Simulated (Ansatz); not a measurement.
Basis-set extrapolation for CH$_{4}$F$_{2}$OSi (`O[SiH](F)CF`) (PBE0-D4/def2-TZVP geometry, frozen core, Ansatz 0.2.0). Multiplicity 1, RHF reference.

|  | def2-TZVPP | def2-QZVPP |
| --- | --- | --- |
| HF | -603.141163 | -603.165478 |
| MP2 correlation | -1.026073 | -1.115992 |
| CCSD(T) correlation | -1.083287 | not run |

Energies in hartree. Use E(X) = E(∞) + A·exp(−7.88·√X) for Hartree–Fock and E(X) = E(∞) + B·X^(−2.97) for correlation, with X = 3 and 4, and add CCSD(T) minus MP2 of the smaller set to the MP2 limit.

Q: What is the CCSD(T) energy at the basis-set limit?

A: HF limit: -603.165478 + (-0.024315) × 0.13774 = -603.16883. MP2 limit: -1.115992 + (-0.089919) × 0.74074 = -1.18260. Higher-order term: -1.083287 − (-1.026073) = -0.05721. Total: -604.40864 hartree, 115.6 kcal/mol below CCSD(T)/def2-TZVPP.
